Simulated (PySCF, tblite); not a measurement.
C5H9FO3Si.
Structure used (GFN2-xTB), in Å, numbered top down from 1:
```
atom  x, y, z in Å
O1     3.4829    0.8441    0.4301
C2     2.5013    0.7737   -0.2506
C3     1.1325    0.3842    0.2488
C4     0.9962   -1.1396    0.1274
Si5   -0.7487   -1.4337   -0.6026
C6    -2.0146   -0.4682    0.4727
O7    -1.5121    0.7745    1.0008
C8    -0.9085    1.5697    0.0963
F9    -1.7778    1.9570   -0.8880
O10    0.1382    0.9810   -0.5904
H11    2.5205    0.9352   -1.3433
H12    0.9913    0.7089    1.2847
H13    1.1539   -1.6190    1.0905
H14    1.7526   -1.5316   -0.5525
H15   -0.8224   -1.0709   -2.0149
H16   -1.0765   -2.8536   -0.4208
H17   -2.2914   -1.0288    1.3652
H18   -2.9299   -0.2610   -0.0893
H19   -0.5974    2.4874    0.6285
```

Method: PBE0/pcSseg-1 in PySCF (dipole) on a GFN2-xTB geometry, gas phase.

Take the most abundant isotopes and a rigid rotor. The values belong to one conformer with, in the numbering `[O:1]=[CH:2][C@@H:3]1[CH2:4][SiH2:5][CH2:6][O:7][C@H:8]([F:9])[O:10]1`, O1–C2–C3–C4 -90°, C2–C3–C4–Si5 -136°, C3–C4–Si5–C6 -52°, C4–Si5–C6–O7 34°, Si5–C6–O7–C8 49°.

Task: Give the principal moments of inertia and the rotational constants in GHz.

Result: Ia = 295.95, Ib = 560.66, Ic = 729.38 u·Å²; 505379 MHz·u·Å²/I gives 1708, 901.4 and 692.9 MHz, that is A = 1.7076, B = 0.9014, C = 0.6929 GHz.

Task: Classify the top.

Result: An asymmetric top. Ray's parameter κ = (2B − A − C)/(A − C) = -0.589; −1 is the prolate and +1 the oblate limit.

Task: Is it planar, by Δ = Ic − Ia − Ib?

Result: Not planar: Δ = Ic − Ia − Ib = -127.23 u·Å². For a rigid frame Δ = −2 Σ m c², so Σ m c² = 63.61 u·Å² lies off the ab plane: 11.92 from hydrogen and 51.69 from heavier atoms. The atom farthest from that plane is 1.88 Å away.

Task: Give the other two planar moments, Paa and Pbb, and the rms extents of the mass along the axes.

Result: Paa = Σ m a² = (Ib + Ic − Ia)/2 = 497.04 and Pbb = Σ m b² = (Ia + Ic − Ib)/2 = 232.34 u·Å². With the mass M = 164.03 u, the rms extents √(P/M) along a, b and c are 1.74, 1.19, 0.62 Å.

Task: Where do the levels up to J = 5 lie, in cm⁻¹?

Result: Above 0(0,0):
J = 1: 1(0,1) 0.0532, 1(1,1) 0.0801, 1(1,0) 0.0870
J = 2: 2(0,2) 0.1584, 2(1,2) 0.1795, 2(1,1) 0.2003, 2(2,1) 0.2810, 2(2,0) 0.2822
J = 3: 3(0,3) 0.3134, 3(1,3) 0.3279, 3(1,2) 0.3695, 3(2,2) 0.4406, 3(2,1) 0.4463, 3(3,1) 0.5931, 3(3,0) 0.5932
J = 4: 4(0,4) 0.5159, 4(1,4) 0.5247, 4(1,3) 0.5933, 4(2,3) 0.6524, 4(2,2) 0.6683, 4(3,2) 0.8078, 4(3,1) 0.8087, 4(4,1) 1.0186, 4(4,0) 1.0187
J = 5: 5(0,5) 0.7643, 5(1,5) 0.7692, 5(1,4) 0.8701, 5(2,4) 0.9156, 5(2,3) 0.9489, 5(3,3) 1.0767, 5(3,2) 1.0801, 5(4,2) 1.2872, 5(4,1) 1.2873, 5(5,1) 1.5581, 5(5,0) 1.5581

Task: Which types of transition are allowed, and where do some lines up to J = 2 fall?

Result: The dipole components are |μa| = 1.27 D, |μb| = 1.49 D, |μc| = 0.41 D. The squared components, which scale the intensities, stand as 0.73 : 1.00 : 0.08 (a : b : c). Some lines, for components of 0.1 D or more:

| type | branch | J(Ka,Kc) | MHz | lower level (cm⁻¹) |
| --- | --- | --- | --- | --- |
| a | Q | 2(1,1) ← 2(1,2) | 626 | 0.179 |
| c | Q | 2(1,2) ← 2(0,2) | 633 | 0.158 |
| c | Q | 1(1,1) ← 1(0,1) | 806 | 0.053 |
| b | Q | 1(1,0) ← 1(0,1) | 1015 | 0.053 |
| b | Q | 2(1,1) ← 2(0,2) | 1259 | 0.158 |
| a | R | 1(0,1) ← 0(0,0) | 1594 | 0.000 |
| b | R | 2(0,2) ← 1(1,1) | 2347 | 0.080 |
| b | R | 1(1,1) ← 0(0,0) | 2401 | 0.000 |
| c | Q | 2(2,1) ← 2(1,1) | 2419 | 0.200 |
| b | Q | 2(2,0) ← 2(1,1) | 2454 | 0.200 |
| c | R | 1(1,0) ← 0(0,0) | 2609 | 0.000 |
| a | R | 2(1,2) ← 1(1,1) | 2980 | 0.080 |
| b | Q | 2(2,1) ← 2(1,2) | 3044 | 0.179 |
| a | R | 2(0,2) ← 1(0,1) | 3153 | 0.053 |
| a | R | 2(1,1) ← 1(1,0) | 3397 | 0.087 |
| b | R | 2(1,2) ← 1(0,1) | 3786 | 0.053 |
| c | R | 2(1,1) ← 1(0,1) | 4412 | 0.053 |
| b | R | 2(2,1) ← 1(1,0) | 5816 | 0.087 |
| c | R | 2(2,0) ← 1(1,0) | 5851 | 0.087 |
| c | R | 2(2,1) ← 1(1,1) | 6024 | 0.080 |
| b | R | 2(2,0) ← 1(1,1) | 6060 | 0.080 |

Task: Estimate the classical rotational partition function at 200 K, 298.15 K and 500 K.

Result: Point group C1, symmetry number σ = 1; q = (√π/σ)·√((kT/h)³/(ABC)), k/h = 20836.6 MHz/K: 462000 at 200 K, 840000 at 298.15 K, 1830000 at 500 K.

Its GFN2-xTB frequencies are all real (lowest 35 cm⁻¹). Zero-point vibration and centrifugal distortion are left out.
